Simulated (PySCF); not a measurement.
HgI, SMILES [I][Hg] (connectivity only; charge and spin as stated), neutral, multiplicity 2. Atoms are numbered in the order given.

```xyz
2

Hg     0.0000     0.0000    -1.0985
I      0.0000     0.0000     1.6581
```
Charge 0, spin multiplicity 2.

Geometry optimised at PBE0-D3(BJ)/def2-TZVP. The multiplicity is an assumed one; other spin states were not compared. The def2 effective core potentials stand for the cores of Hg, I; spin–orbit coupling is left out.

Method: M06-2X/def2-TZVPD in PySCF.

Mulliken values depend strongly on the basis, most of all with diffuse functions as here. ESP charges are fitted to the potential on shells at 1.4 to 2.0 van der Waals radii. Atomic charges (e):

```json
[
 {"atom": "Hg1", "ESP fit": "0.24", "Mulliken": "0.27", "Mulliken spin": "0.52"},
 {"atom": "I2", "ESP fit": "-0.24", "Mulliken": "-0.27", "Mulliken spin": "0.48"}
]
```
